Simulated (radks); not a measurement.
Results of a calculation; reference values are marked as such.
Q: These are the eigenvalues of the occupied orbitals of an atom or ion with whole-number occupations (eV). Code: a radial shooting solver on a logarithmic mesh with Libxc functionals. Model: Dirac Kohn-Sham, PBEsol, spin-unpolarised, spherical densities, point nucleus.

| orbital | eigenvalue |
|---|---|
| 1s1/2 | -78330.77 |
| 2s1/2 | -13786.35 |
| 2p1/2 | -13214.57 |
| 2p3/2 | -11486.29 |
| 3s1/2 | -3271.248 |
| 3p1/2 | -3014.867 |
| 3p3/2 | -2634.976 |
| 3d3/2 | -2208.434 |
| 3d5/2 | -2126.540 |
| 4s1/2 | -736.8494 |
| 4p1/2 | -628.1649 |
| 4p3/2 | -537.5896 |
| 4d3/2 | -359.6951 |
| 4d5/2 | -342.8517 |
| 5s1/2 | -144.6171 |
| 4f5/2 | -115.4870 |
| 4f7/2 | -112.0258 |
| 5p1/2 | -109.5860 |
| 5p3/2 | -94.1091 |
| 5d3/2 | -46.2723 |
| 5d5/2 | -44.4975 |
| 6d3/2 | -15.8903 |
| 6d5/2 | -15.6439 |

Which element is it, and in what charge state? The configuration may be excited. Open shells, if any, are shared by 2j + 1.

A: Z = 78, platinum, charge +3: Pt3+ in [Xe] 4f14 5d6 6d1. The list shows which subshells hold electrons but not how many an open one holds; the 1s level, -2878.6 hartree, gives Z - s = 75.9 by -(Z - s)^2/2, which with screening and relativity narrows Z to a few neighbours, and the depths of the outer levels then fix element, charge and occupations together.
